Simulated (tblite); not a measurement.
Compound: C6H5ClOSi.
SMILES: `ClC1=C2C=CC=C2O[SiH2]1`

Computed values, GFN2-xTB/tblite, gas phase, harmonic and unscaled. Errors from tens to a few hundred cm⁻¹ against measured bands are possible. Modes of hydrogen on silicon can be 10 to 20 % off.

Harmonic wavenumbers (cm⁻¹): 119.6, 127.5, 167.9, 282.6, 333.0, 343.0, 421.8, 497.8, 502.0, 533.1, 566.0, 610.3, 640.4, 674.6, 760.9, 772.4, 784.6, 813.3, 817.0, 854.2, 913.7, 940.7, 1016.3, 1085.3, 1125.7, 1182.8, 1260.1, 1297.6, 1523.9, 1619.4, 1657.8, 2340.4, 2352.6, 3130.6, 3155.8, 3159.0.

A = 1792, B = 1140, C = 703.0 MHz; mass 155.980 u (most abundant isotopes); point group Cs, symmetry number 1.

Q: What is the zero-point energy?

A: Half the sum of the wavenumbers: 19192 cm⁻¹ = 229.58 kJ/mol.

Q: Give the ideal-gas entropy at 298.15 K and 1 bar in the rigid-rotor, harmonic-oscillator model (classical rotation).

A: Translation 171.83, rotation 124.66, vibration 78.66: S = 375.2 J/(mol K).

Q: And Cp and H(298.15 K) − H(0)?

A: Cp = 142.61 J/(mol K), of which vibrations give 109.36 (their classical limit is 36 R = 299.3); H(298.15 K) − H(0) = 24.16 kJ/mol without the zero-point energy, 14.25 from vibrations.

Q: Which modes carry the vibrational entropy at 298.15 K?

A: 119.6 cm⁻¹: 13.00; 127.5 cm⁻¹: 12.48; 167.9 cm⁻¹: 10.29; 282.6 cm⁻¹: 6.35; 333.0 cm⁻¹: 5.21; 343.0 cm⁻¹: 5.01 J/(mol K); the other 30 give 26.32 together.

Q: How do the functions run with temperature in this model?

A: 
```
T (K)  S (J/(mol K))  Cp (J/(mol K))  H − H(0) (kJ/mol)  G − H(0) (kJ/mol)  ln q(vib)
  150          301.4            78.7               7.70             -37.50       1.16
  250          351.8           122.7              17.77             -70.18       2.81
  400          422.3           178.2              40.58            -128.33       5.75
  600          504.3           225.4              81.36            -221.22       9.89
  900          604.0           264.7             155.51            -388.07      15.78
```

q(vib) and H(0) count from the zero-point level.

Q: Blend soft modes into free rotors: weight 1/[1 + (100 cm⁻¹/ν̃)⁴] for the oscillator and the rest for a rotor with moment μB/(μ + B), μ = h/(8π²ν), B = 10⁻⁴⁴ kg m². What vibrational entropy results?

A: 77.67 J/(mol K) in place of 78.66, which changes −T·S at 298.15 K by +0.30 kJ/mol.

Hindered rotation and anharmonicity are outside this model.
